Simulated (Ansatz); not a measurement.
Consider the formal exchange of groups at a C–O bond: `C[O][Ga]([OH])[O]C` + `CC(=N)[SiH3]` → `CCC(=N)[SiH3]` + `C[O][Ga]([OH])[OH]`.

Computed with Ansatz on PBE0-D4/def2-TZVP structures; ΔE is electronic, products minus reactants. CBS: MP2 limit from def2 TZ/QZ plus the TZ coupled-cluster correction, frozen cores. Functionals use def2-TZVPP. For Ga outer-core shells are correlated without core-valence functions, which leaves a few kJ/mol of doubt a bond. Scalar relativity is left out up to krypton. One conformer a species, not always the lowest.

CCSD(T)/CBS gives -0.62 eV.

Q: Another level gave -0.55 eV. Which?
A. HF/def2-TZVPP
B. MP2/def2-TZVPP
C. r2SCAN/def2-TZVPP
D. CCSD(T)/def2-TZVPP

A: C. r2SCAN -0.55, HF/def2-TZVPP -0.49, CCSD(T)/def2-TZVPP -0.60, MP2/def2-TZVPP -0.66 eV.

Largest T1 diagnostic among the species: 0.014.

In def2-TZVPP, CCSD(T) changes the Hartree–Fock value by −0.11 eV (the triples alone add −0.01 eV) and MP2 by −0.17 eV. From PBE to PBE0 (25 % exact exchange), in def2-TZVPP and without D4, ΔE moves by −0.04 eV.
